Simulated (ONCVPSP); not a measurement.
# Pd, ONCV: configuration errors across variants

```
Element                 : Pd (Z = 46)
Generator               : ONCVPSP 4.0.1
Type                    : optimised norm-conserving Vanderbilt (ONCV)
Functional              : PBE
Relativity              : fully relativistic
Frozen core             : [Ar] 3d10
Valence charge          : 18
Reference configuration : 4s2 4p6 4d9.75 (charge +0.25)
Partial waves           : 4s: rc 0.95 bohr, ncon 5, nbas 9, qcut 5.6 1/bohr, 1 projector; 4p: rc 1.25 bohr, ncon 4, nbas 8, qcut 13.1 1/bohr, 2 projectors, debl 1.1 Ha; 4d: rc 1.25 bohr, ncon 5, nbas 10, qcut 6.6 1/bohr, 2 projectors, debl 2.4 Ha
Local potential         : polynomial inside 0.70 bohr (lpopt 5, dvloc0 0 Ha)
Core correction         : Teter function fitted to the true core (icmod 2), fcfact 0.2
```

Open shells are filled in proportion to 2j + 1.

In the p channel the program set the typed energies aside and used -1.923, 0.250 Ha (j = l + 1/2; the other j can differ).

All-electron excitation energies from the reference (eV): (1) 4s2 4p6 4d10 -1.308; (2) 4s2 4p6 4d9 7.812; (3) 4s2 4p6 4d8 28.631; (4) 4s1 4p6 4d10 90.243.

A true bound ghost makes a file unfit for plane-wave use even where its test errors are small: the radial tests pick states by their node count and pass the ghost by.

Errors AE − PS in meV (a dash: test not solved or not reliable):

```tsv
change	(1)	(2)	(3)	(4)	bound ghosts	GHOST(+) flags above zero
base	-0.1	+0.2	+0.8	-33	s	p1/2
all radii but the core radius scaled by about 0.79 (s 0.76, p 0.98, d 0.98 bohr); local potential polynomial inside 0.56 bohr (lpopt 5, dvloc0 0 Ha)	-0.4	+1.7	+5.1	-19	s	p3/2, d5/2, p1/2, d3/2
all radii but the core radius scaled by about 0.88 (s 0.84, p 1.10, d 1.10 bohr); local potential polynomial inside 0.62 bohr (lpopt 5, dvloc0 0 Ha)	-0.2	+0.7	+2.2	-22	s	p3/2, p1/2
all radii but the core radius scaled by about 1.04 (s 0.98, p 1.30, d 1.30 bohr); local potential polynomial inside 0.72 bohr (lpopt 5, dvloc0 0 Ha)	-0.1	+0.2	+0.7	-40	s	p3/2
all radii but the core radius scaled by about 1.14 (s 1.08, p 1.42, d 1.42 bohr); local potential polynomial inside 0.80 bohr (lpopt 5, dvloc0 0 Ha)	-0.1	+0.3	+1.2	-80	s	d5/2, d3/2
all radii but the core radius scaled by about 1.20 (s 1.14, p 1.50, d 1.50 bohr); local potential polynomial inside 0.84 bohr (lpopt 5, dvloc0 0 Ha)	+0.2	-1.1	-4.1	-161	s	d5/2, d3/2
all radii but the core radius scaled by about 1.30 (s 1.24, p 1.62, d 1.62 bohr); local potential polynomial inside 0.92 bohr (lpopt 5, dvloc0 0 Ha)	0.0	-0.1	+2.0	-35	s, p3/2	none
```

Give the same row for: all radii but the core radius scaled by about 0.94 (s 0.90, p 1.18, d 1.18 bohr); local potential polynomial inside 0.66 bohr (lpopt 5, dvloc0 0 Ha).

-0.1, +0.4, +1.2, -26; bound ghosts: s; GHOST(+) flags above zero: p3/2, p1/2.
